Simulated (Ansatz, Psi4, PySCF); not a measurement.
CH5AlO2 (SMILES C[O][AlH][OH]), singlet, at a GFN2-xTB geometry (such geometries of metal compounds can be far from the true shape), atoms displaced at random by about 0.08 Å a coordinate. Base run: B3LYP/6-31G, gradient in PySCF.

Input for PySCF:
```python
from pyscf import gto, scf, dft

mol = gto.Mole()
mol.atom = '''
    Al   -0.318068    0.093030    0.761489
    H    -1.445594   -0.784887    1.214154
    O     0.344019    0.911392    1.856628
    H     0.847785    1.603030    2.428310
    O    -0.062514   -0.419025   -0.868537
    C     0.224501   -0.585777   -2.193731
    H     1.083346   -1.421566   -2.282218
    H    -0.555218   -1.089479   -2.646695
    H     0.629048    0.318044   -2.700179
'''
mol.basis = '6-31g'
mol.charge = 0
mol.spin = 0
mol.verbose = 3
mol.build()

mf = dft.RKS(mol)
mf.xc = 'b3lyp'
mf.kernel()
g = mf.nuc_grad_method()
grad = g.kernel()
```

Programs used: Ansatz (a program for electronic structure), Psi4, PySCF; a row that names a program was run with it.

The coordinate followed is x of atom 2.

Each row names what was changed in the base input (with any setting that the change needs).

```tsv
change	dE/dx (Eh/bohr)	net force (Eh/bohr)
base	0.023631	0.000047
finite difference step (bohr) = 1e-4; conv_tol = 1e-11	0.023630	-
grids.level = 0; grid_response = off	0.023668	0.002084
finite difference step (bohr) = 1e-3; conv_tol = 1e-11	0.023630	-
code = ansatz	0.023631	0.000000
grids.level = 0; grid_response = on	0.022004	0.000000
code = psi4	0.023631	0.000166
grid_response = on	0.023630	0.000000
finite difference step (bohr) = 0.01; conv_tol = 1e-11	0.023632	-
finite difference step (bohr) = 0.05; conv_tol = 1e-11	0.023672	-
grids.level = 1; grid_response = off	0.023621	0.000629
conv_tol = 1e-6	0.023634	0.000047
```

The net force is zero for an exact gradient.
